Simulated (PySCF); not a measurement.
A side-by-side comparison of computed properties.

First species: C5H13FSi2.
SMILES with atom numbers: `[CH2:1]=[C:2]([F:3])[CH2:4][SiH2:5][CH2:6][CH2:7][SiH3:8]` (hydrogens: H9, H10 on C1; H11, H12 on C4; H13, H14 on Si5; H15, H16 on C6; H17, H18 on C7; H19, H20, H21 on Si8)

Structure used (GFN2-xTB), in Å, numbered top down from 1:
```xyz
21
C5H13FSi2 angstrom
C     -2.7259    0.7095   -1.5353
C     -2.2107   -0.5064   -1.5413
F     -1.8025   -1.0357   -2.7253
C     -1.9626   -1.4117   -0.3988
Si    -0.0905   -1.5294    0.0125
C      0.5376    0.1626    0.6086
C      2.0248    0.1281    0.9655
Si     2.6660    1.7935    1.6247
H     -2.8353    1.2770   -2.4415
H     -3.0580    1.1584   -0.6192
H     -2.5272   -1.0671    0.4642
H     -2.3143   -2.4096   -0.6590
H      0.0497   -2.5331    1.0769
H      0.6405   -1.9610   -1.1818
H      0.3720    0.9188   -0.1617
H     -0.0313    0.4897    1.4818
H      2.1940   -0.6508    1.7115
H      2.5966   -0.1701    0.0849
H      4.1093    1.7071    1.8509
H      2.3751    2.8479    0.6513
H      1.9839    2.0992    2.8852
```

Second species: C₆H₁₄S₂Si.
SMILES: `CS[Si@H](C)SC1(C)CC1`

Levels: PBE0/pcSseg-1 for dipole moment, HOMO energy, LUMO energy and HOMO–LUMO gap; GFN2-xTB for rotational constant A and rotational constant C. Geometries: GFN2-xTB. All species are isolated and taken at one optimised geometry, non-relativistic unless stated; the electronic structure was computed with PySCF and density fitting.

The conformers computed, where there is a choice (atom-mapped SMILES and torsion angles):
- `[CH2:1]=[C:2]([F:3])[CH2:4][SiH2:5][CH2:6][CH2:7][SiH3:8]`: C1–C2–C4–Si5 -107°, C2–C4–Si5–C6 65°, C4–Si5–C6–C7 179°, Si5–C6–C7–Si8 -178°
- `[CH3:1][S:2][Si@H:3]([CH3:4])[S:5][C:6]1([CH3:7])[CH2:8][CH2:9]1`: C1–S2–Si3–C4 163°, S2–Si3–S5–C6 165°, Si3–S5–C6–C7 66°

```tsv
property	column X	column Y
dipole moment	1.53 D	2.12 D
HOMO energy	-7.10 eV	-6.69 eV
LUMO energy	0.35 eV	0.01 eV
HOMO–LUMO gap	7.45 eV	6.70 eV
rotational constant A	2.539 GHz	1.850 GHz
rotational constant C	0.469 GHz	0.510 GHz
```

(1) Which column belongs to which species?

(2) How does each property change from the first species to the second?

Answers

(1) Column X is the first species and column Y the second. The first has 21 atoms and 80 electrons, the second 23 and 96.

(2) dipole moment +0.59 D; HOMO energy +0.41 eV; LUMO energy -0.34 eV; HOMO–LUMO gap -0.75 eV; rotational constant A -0.689 GHz; rotational constant C +0.041 GHz.

On the first: The dipole matches unit charges of opposite sign 0.32 Å apart (1 e·Å = 4.8032 D). A dipole of 1.53 D is allowed in C1, and pure rotational transitions are dipole-allowed.

On the second: A dipole of 2.12 D is allowed in C1, and pure rotational transitions are dipole-allowed. In atomic units the dipole is 0.84 e·bohr (1 au = 2.5417 D).
